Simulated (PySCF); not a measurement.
**Radial density of B²⁺ (boron, charge +2)**

UHF, [He] 2s1, 2S determinant. All numbers are calculated (PySCF 2.14, no relativity, point nucleus, in aug-cc-pVDZ).

| r (bohr) | 4πr²ρ (e/bohr) | 4πr²(ρα − ρβ) |
| --- | --- | --- |
| 0.00670 | 0.03727 | 0.0009 |
| 0.0113 | 0.1012 | 0.0024 |
| 0.0190 | 0.2643 | 0.0062 |
| 0.0319 | 0.6590 | 0.0156 |
| 0.0536 | 1.502 | 0.0357 |
| 0.0902 | 2.972 | 0.0707 |
| 0.152 | 4.624 | 0.1047 |
| 0.255 | 4.866 | 0.0836 |
| 0.429 | 2.699 | 0.0030 |
| 0.722 | 0.7075 | 0.1666 |
| 1.21 | 0.6571 | 0.6376 |
| 2.04 | 0.4275 | 0.4275 |
| 3.44 | 0.03141 | 0.0314 |
| 5.78 | 0.0001168 | 0.0001 |
